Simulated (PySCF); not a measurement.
15N chemical shifts

No solvent, single conformer, equivalent nuclei averaged, non-relativistic Hamiltonian. GFN2-xTB geometry; NMR shieldings at PBE0/pcSseg-1/GIAO; PySCF.

Shieldings were converted by a linear fit to measured shifts: 15N (scatter 6.3 ppm rms vs CH3NO2, solution or neat liquid). Occasional misses reach two or three times the rms, and more in compound classes unlike the fitted ones.

Problem. Give the 15N shifts of `N#C[C@H]([SiH3])/C(F)=C\F`, `C=C[Si@H](S)N([SiH3])[SiH3]`, `Cc1nn(C)nc1F`, `N#C[C@H](O[SiH2]C(F)(F)F)C(F)(F)F`, `COCP(CC#N)COC`, `CCn1ncc(F)n1`.

Solution. 
```
                                         compound                             environment  δ (ppm)
                        N#C[C@H]([SiH3])/C(F)=C\F                        nitrile nitrogen   -115.9
                      C=C[Si@H](S)N([SiH3])[SiH3]                 nitrogen bonded to 3 Si   -400.8
 [CH3:1][c:2]1[n:3][n:4]([CH3:5])[n:6][c:7]1[F:8]  N3: pyridine-type nitrogen of an azole    -55.0
 [CH3:1][c:2]1[n:3][n:4]([CH3:5])[n:6][c:7]1[F:8]  N6: pyridine-type nitrogen of an azole    -85.1
 [CH3:1][c:2]1[n:3][n:4]([CH3:5])[n:6][c:7]1[F:8]          N4: pyrrole-type ring nitrogen   -169.5
                N#C[C@H](O[SiH2]C(F)(F)F)C(F)(F)F                        nitrile nitrogen   -100.4
                                    COCP(CC#N)COC                        nitrile nitrogen   -119.0
[CH3:1][CH2:2][n:3]1[n:4][cH:5][c:6]([F:7])[n:8]1  N4: pyridine-type nitrogen of an azole    -55.4
[CH3:1][CH2:2][n:3]1[n:4][cH:5][c:6]([F:7])[n:8]1  N8: pyridine-type nitrogen of an azole    -89.5
[CH3:1][CH2:2][n:3]1[n:4][cH:5][c:6]([F:7])[n:8]1          N3: pyrrole-type ring nitrogen   -151.8
```
